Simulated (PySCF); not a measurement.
Simulated outer-valence photoelectron spectrum of `F[SiH](F)F` (trifluorosilane). The calculation used EOM-IP-CCSD/aug-cc-pVDZ in PySCF, restricted Hartree–Fock reference, 8 core orbitals frozen, non-relativistic, gas phase, PBE0-D3(BJ)/def2-SVP geometry.

Each root has a Gaussian of 0.6 eV full width with its one-hole share as area; cross sections and vibrations are left out, and the highest printed point is 100.

(ionisation energy (eV), intensity): (13.7, 0), (13.8, 0), (13.9, 1), (14.0, 3), (14.1, 8), (14.2, 15), (14.3, 25), (14.4, 35), (14.5, 42), (14.6, 44), (14.7, 39), (14.8, 30), (14.9, 20), (15.0, 13), (15.1, 10), (15.2, 12), (15.3, 19), (15.4, 31), (15.5, 44), (15.6, 58), (15.7, 71), (15.8, 83), (15.9, 94), (16.0, 100), (16.1, 99), (16.2, 90), (16.3, 78), (16.4, 70), (16.5, 71), (16.6, 80), (16.7, 88), (16.8, 89), (16.9, 79), (17.0, 61), (17.1, 40), (17.2, 23), (17.3, 12), (17.4, 6), (17.5, 6), (17.6, 10), (17.7, 17), (17.8, 27), (17.9, 37), (18.0, 43), (18.1, 43), (18.2, 37), (18.3, 27), (18.4, 17), (18.5, 9), (18.6, 4), (18.7, 2), (18.8, 1), (18.9, 0)

Task: Where are the maxima, and how many lines lie under the curve?

Result: 4 maxima, at 14.6, 16.0, 16.8 and 18.0 eV, from 5 lines (7 roots with degenerate partners counted). At this width some lines have no maximum of their own.

Task: List the lines with their holes.

Result: 
```json
{"E (eV)": "14.58", "leading hole (HF orbital)": "HOMO", "area": "0.96", "Koopmans (eV)": "15.48"}
{"E (eV)": "15.64", "leading hole (HF orbital)": "HOMO-1", "area": "0.95", "Koopmans (eV)": "17.93"}
{"E (eV)": "16.09", "leading hole (HF orbital)": "HOMO-2/HOMO-3", "area": "1.90", "Koopmans (eV)": "18.31"}
{"E (eV)": "16.78", "leading hole (HF orbital)": "HOMO-4/HOMO-5", "area": "1.90", "Koopmans (eV)": "18.98"}
{"E (eV)": "18.05", "leading hole (HF orbital)": "HOMO-6", "area": "0.95", "Koopmans (eV)": "19.94"}
```

The widest gap, 1.27 eV, lies between 16.78 and 18.05 eV. Only orbitals with −ε under 21 eV, eight at most, were ionised, so the high end of the curve may lack lines.

On an x86-64 server with one thread, shared host, this took 4.1 min of wall time.
